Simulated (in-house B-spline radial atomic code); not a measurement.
Ge²⁺. Computed with a B-spline radial atomic code. Model: non-relativistic spherical atom: semilocal Troullier-Martins pseudo-atom, one channel per l, against all electrons, high spin, G0W0 and RPA with empty states to l = 8, local potential for every l without a channel, a model core (radius 0 = none) keeps its share of the functional.

What the tables leave out is listed at the end.

The pseudopotential gives back the lowest level of each angular momentum of its own functional in the configuration it was made in; a second state of the same l is only approximately right. Exact exchange, RPA and GW see the smooth pseudo-orbitals and miss the exchange with the core, for which the functional's share stands in. The column with an uncorrelated core keeps all orbitals and exact exchange, and so separates missing core correlation from pseudisation. Only the three outermost levels and the lowest empty one were computed. RPA here is direct RPA, with no exchange kernel, and its energies carry an (l + 1/2)⁻⁴ tail. A hybrid on a potential with a model core restores only its own semilocal share of the core's exchange.

Command:
```bash
python run_psgw.py task.json out
```
Settings (lengths in bohr, energies in hartree):
```
Z                      32
electrons              30
configuration          [Ar] 3d10 4s2
generated_in           [Ar] 3d10 4s2 4p2
functional             pbe,pbe
core_shells            4
radius_factor          0.9
core_correction        True
ion_configuration      [Ar] 3d10 4s1
```

Cost of the run: 23 s on 1 thread of Intel(R) Xeon(R) 6975P-C (Granite Rapids), with other jobs on the host.

Given: made with PBE; model core radius 0.293 bohr; local radius 0.659 bohr; mean-field start PBE.

Valence shells of the generating configuration: 3p, 3d, 4s, 4p.

Channel: s 1.598, p 0.493, d 1.36 (radii in bohr).

Computed: largest level miss in the spin-unpolarised generating configuration 0.027 eV; valence RPA correlation energy all-electron orbitals -1.3028 hartree; valence RPA correlation energy pseudo -1.3697 hartree; pseudo-atom RPA polarisability 8.7799 bohr³; ionisation by mean-field all-electron 33.871 eV; ionisation by RPA all-electron 34.011 eV; ionisation by RPA pseudo minus all 1.315 eV.

```tsv
level	occupied	mean-field all-electron (eV)	mean-field pseudo minus all (eV)	G0W0 all-electron (eV)	G0W0 uncorrelated core minus all (eV)	G0W0 pseudo minus all (eV)	exchange self-energy all-electron (eV)	exchange self-energy pseudo (eV)
4s	1	-28.784	-0.027	-33.991	-0.09	-1.272	-16.597	-16.538
3d	1	-49.984	-0.117	-60.478	0.077	1.596	-62.973	-53.512
4p (empty)	0	-19.796	-0.076	-16.1	0.002	0.099	-5.2442	-4.3692
```

What is the ionisation by mean-field pseudo minus all?

0.036 eV.

What is the all-electron RPA polarisability, core included?

8.7829 bohr³.

Given: mean-field start PBE0.

Computed: valence RPA correlation energy pseudo -1.323 hartree; all-electron RPA polarisability, core included 8.0152 bohr³; pseudo-atom RPA polarisability 7.6321 bohr³; ionisation by mean-field pseudo minus all 0.463 eV; ionisation by RPA all-electron 33.836 eV; ionisation by RPA pseudo minus all 1.346 eV.

| level | occupied | mean-field all-electron (eV) | mean-field pseudo minus all (eV) | G0W0 all-electron (eV) | G0W0 uncorrelated core minus all (eV) | G0W0 pseudo minus all (eV) | exchange self-energy all-electron (eV) | exchange self-energy pseudo (eV) |
| --- | --- | --- | --- | --- | --- | --- | --- | --- |
| 4s | 1 | -29.806 | -0.4 | -33.877 | -0.084 | -1.343 | -16.381 | -16.884 |
| 4p (empty) | 0 | -18.694 | 0.109 | -16.046 | 0.002 | 0.212 | -4.9666 | -4.1381 |

What is the valence RPA correlation energy all-electron orbitals?

-1.2504 hartree.

What is the ionisation by mean-field all-electron?

33.513 eV.

Among the listed levels the largest G0W0 shift of the pseudo-atom is +1.60 eV, for 3d on the PBE start, while leaving the core uncorrelated moves that level by +0.08 eV. So pseudisation and the lost core exchange, not the missing core correlation, make the error. Not in the tables (levels of low weight, unsolved or above zero; the highest and the empty levels are kept at any weight): on PBE the G0W0 levels 3p (pseudo minus all +1.84 eV, weights 0.35 and 0.46); on PBE0 the G0W0 levels 3d (pseudo minus all +1.75 eV, weights 0.59 and 0.79), 3p (pseudo minus all +3.13 eV, weights 0.64 and 0.30); no Hartree-Fock pseudo-atom is run with a model core.
